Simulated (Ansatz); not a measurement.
Total energies of C$_{2}$H$_{6}$F$_{2}$Si (`CC[SiH](F)F`).

```xyz
11

C    -1.338    0.122    0.460
C     0.132    0.544    0.452
Si    1.192   -0.434   -0.700
F     1.126   -1.978   -0.318
F     0.631   -0.314   -2.186
H    -1.919    0.730    1.156
H    -1.787    0.230   -0.530
H    -1.450   -0.922    0.759
H     0.566    0.456    1.455
H     0.230    1.601    0.176
H     2.616   -0.037   -0.724
```

Total charge 0; spin multiplicity 1. The geometry is a stationary point of PBE0-D4/def2-TZVP. It is one conformer, not always the lowest. Basis def2-TZVPP, Ansatz.

RPA on PBE orbitals: Hartree–Fock energy of these orbitals -567.26798 Eh, correlation -1.55248 Eh (frozen core).

```json
{"functional": "LDA (SPW92)", "energy without D4 (Eh)": "-566.08674", "D4 term (kJ/mol)": "–"}
{"functional": "PBE", "energy without D4 (Eh)": "-568.82091", "D4 term (kJ/mol)": "-19.7"}
{"functional": "revPBE", "energy without D4 (Eh)": "-569.11654", "D4 term (kJ/mol)": "-63.4"}
{"functional": "BLYP", "energy without D4 (Eh)": "-569.21191", "D4 term (kJ/mol)": "-43.8"}
{"functional": "r2SCAN", "energy without D4 (Eh)": "-569.12431", "D4 term (kJ/mol)": "-4.9"}
{"functional": "B97M-V", "energy without D4 (Eh)": "-569.13837", "D4 term (kJ/mol)": "–"}
{"functional": "r2SCANh", "energy without D4 (Eh)": "-569.11001", "D4 term (kJ/mol)": "-5.1"}
{"functional": "r2SCAN0", "energy without D4 (Eh)": "-569.08969", "D4 term (kJ/mol)": "-5.6"}
{"functional": "HSE06 (plane-wave form)", "energy without D4 (Eh)": "-568.84806", "D4 term (kJ/mol)": "-15.3"}
{"functional": "BHLYP", "energy without D4 (Eh)": "-569.16384", "D4 term (kJ/mol)": "-23.1"}
{"functional": "CAM-B3LYP", "energy without D4 (Eh)": "-569.20142", "D4 term (kJ/mol)": "-16.6"}
{"functional": "LC-ωPBE", "energy without D4 (Eh)": "-569.03789", "D4 term (kJ/mol)": "–"}
{"functional": "ωB97X-V", "energy without D4 (Eh)": "-569.14695", "D4 term (kJ/mol)": "–"}
{"functional": "B2PLYP", "energy without D4 (Eh)": "-568.98298", "D4 term (kJ/mol)": "–"}
```

(1) Give the same for PBE0, B3LYP, ωB97M-V, PBE-QIDH. (An estimate is asked.)

B3LYP takes the VWN-RPA correlation (the form of Gaussian; ORCA's B3LYP/G). HSE06 is the plane-wave form, built on full-range PBE exchange. The double hybrids freeze the cores in their second-order part.

Results:

(1) Ansatz gave: 
```tsv
functional	energy without D4 (Eh)	D4 term (kJ/mol)
PBE0	-568.86783	-16.5
B3LYP	-569.30946	-31.6
ωB97M-V	-569.16584	–
PBE-QIDH	-568.75612	–
```

LC-ωPBE has ω = 0.4 bohr⁻¹.
